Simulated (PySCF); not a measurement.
[AgF4]- holds Ag(III), d8, at total charge -1. The structure is a model geometry with rigid ligands and bond lengths from ionic radii, not a minimum; coordination tetrahedral, point group Td, metal–donor distances 1.93 Å.

The d shell alone is too small an active space for [AgF4]- (an active orbital has only 0.67 squared overlap with the free ion's shell): its levels, fitted parameters, g values and moments show what this model gives and aren't sound predictions.

```
5

Ag    0.000    0.000    0.000
F     1.114    1.114    1.114
F    -1.114   -1.114    1.114
F    -1.114    1.114   -1.114
F     1.114   -1.114   -1.114
```

Method (PySCF 2.14, density fitting): CASSCF(8,5) with orbitals averaged over all microstates of the shell, strongly contracted NEVPT2 on the averaged canonical orbitals; basis x2c-TZVPall on the metal, x2c-SVPall elsewhere; spin-free X2C; gas phase; spin-orbit coupling by state interaction with the mean-field operator over all roots.

(1) Which term lies lowest, and with what spin?

(2) Where do the spin-allowed transitions within the shell lie?

(3) Which is the lowest state of another spin?

(4) Give the fitted ligand-field and repulsion parameters.

(5) What magnetic behaviour follows?

Real four-coordinate ions of this kind are square planar singlets; the tetrahedron is imposed. The ground state is orbitally degenerate in this regular structure, which would distort (Jahn–Teller), so its moment is that of the undistorted model. NEVPT2 lifts 3T2 from 10133 to 12265 cm⁻¹; on the d shell alone such lifts tend to overshoot. NEVPT2 on the d shell alone tends to put d–d bands too high for such charged or covalently bound ions.

The job took 8.4 s on one thread of Arm Neoverse V1 (shared host), with 119 basis functions, launched as `OMP_NUM_THREADS=1 python lf_run.py task.json out`.

Answers

(1) 3T1 (S = 1, orbital degeneracy 3), with 3.9 electrons in the lower (e-type) set and 4.1 in the upper (t2-type) set, by NEVPT2.

(2) By NEVPT2: 3T2 at 12265 cm⁻¹ (815 nm); 3T1 at 19147 cm⁻¹ (522 nm); 3A2 at 25856 cm⁻¹ (387 nm). The strongest, at 19147 cm⁻¹, has f = 5.0e-03.

(3) 1E at 6812 cm⁻¹ by NEVPT2; CASSCF alone puts it at 9331 cm⁻¹ above the same ground state.

(4) At CASSCF level (the NEVPT2 levels don't fit a ligand-field model well): orbital energies 0, 0, 11038, 11038, 11038 cm⁻¹; 10Dq = 11038 cm⁻¹; B = 761 cm⁻¹; C = 2976 cm⁻¹; B over its free-ion value at the same level 0.727; the fit misses the states by 597 cm⁻¹ rms, so splittings below that are unsure; ζ = 1485 cm⁻¹ (free ion 1914).

(5) Degenerate or low-lying orbital states mix with the ground state, so no spin-only Hamiltonian applies. The lowest spin-orbit level is 1-fold; the next lies at 859.9 cm⁻¹. μeff is 2.82 μB at 300 K and 0.53 μB at 10 K; the spin-only value is 2.83 μB.
